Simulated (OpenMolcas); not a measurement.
Pt3+ among 4 point charges of -1.25 e arranged as a tetrahedron (Td), 2.07 Å from the ion.

- Program: OpenMolcas
- Method: CASSCF
- Basis: ANO-RCC-VDZP [7s6p4d2f]
- Scalar Hamiltonian: DKH2, point nucleus
- Active space: 7 electrons in 5 orbitals (5d)
- State averaging: 2S+1 = 4 even, 10 roots; 2S+1 = 2 even, 40 roots
- Spin-orbit coupling: state interaction with AMFI integrals over the reference wave functions

Q: What is the spin-free ground state (labels of Td)?

A: 4A2, 1-fold in its orbital part, 100 % from free-ion F terms; it has the highest spin that d7 allows.

Q: Where is the first state of the same spin?

A: 4T2 at 2360 cm-1 above the ground state.

Q: What are the lowest two levels with spin-orbit coupling?

A: A 4-fold level Γ8, then a 4-fold level Γ8 1219 cm-1 above it. Their leading multiplicities are 4 (87 %) and 4 (84 %).

Q: What is χT at 300 K?

A: 4.38 cm3 K/mol.

Q: Which ligand-field parameters describe the states?

A: A least-squares ligand-field fit to the states below 45000 cm-1, each weighted by its degeneracy and with a free common offset, gives 10Dq = -2241 cm-1 (negative for this site), B = 884 cm-1 and C = 3619 cm-1 (C/B = 4.09), with an rms deviation of 37 cm-1. 

Spin-orbit coupling mixes the spin-free states strongly: the lowest level takes only 41 % from its leading state, 4A2. Without dynamic correlation the repulsion within the d shell is too large (B by tens of per cent), so at a given field states of lower spin stand too high. The ground term spreads over less than 5000 cm-1, several times less than with real ligands, so orbital moments are less quenched and χT lies further from the spin-only value than at real sites. Point charges carry no covalency, so the field is a model and not that of real ligands. No measured value stands beside these numbers.
